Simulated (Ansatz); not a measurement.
Total energies of the cluster Be7 (the lowest singlet isomer of a short search) from Ansatz at PBE0/def2-TZVPD, gas phase (1 Eh = 27.2114 eV = 2625.5 kJ/mol). The reference geometry is relaxed at r2SCAN/def2-TZVP.

```
atom   x (Å)   y (Å)   z (Å)
 Be1  -1.438  -0.906   0.586
 Be2   0.670  -0.841   0.161
 Be3  -0.442   0.660   1.719
 Be4   1.177   0.198  -1.405
 Be5  -0.661   0.833  -0.170
 Be6   1.213   1.272   0.421
 Be7  -0.518  -1.215  -1.311
```

```tsv
state	geometry	energy (Eh)
charge 0 singlet	reference	-102.83866
charge -1 doublet	reference	-102.90601
free Be atom (singlet)	–	-14.63549
```

Work out the vertical electron affinity, to the doublet.

E(charge 0 singlet) − E(charge -1 doublet) = -102.83866 − (-102.90601) = 0.06735 Eh = 1.83 eV.

What is the binding energy per atom against free atoms?

Atoms: 7 × (-14.63549) = -102.44843 Eh. Binding: -102.44843 − (-102.83866) = 0.39023 Eh = 10.62 eV, or 1.52 eV for each of 7 atoms (no zero-point energy, no counterpoise term).

The restricted singlet is unstable towards broken spin symmetry in Hartree–Fock (as tested in another run); at PBE0/def2-TZVPD this wasn't settled. At PBE0/def2-TZVPD the charge -1 doublet is spin-contaminated (final ⟨S²⟩ up to 0.83, 0.75 for a pure state). 

The structure comes from a short search, and lower isomers may exist.
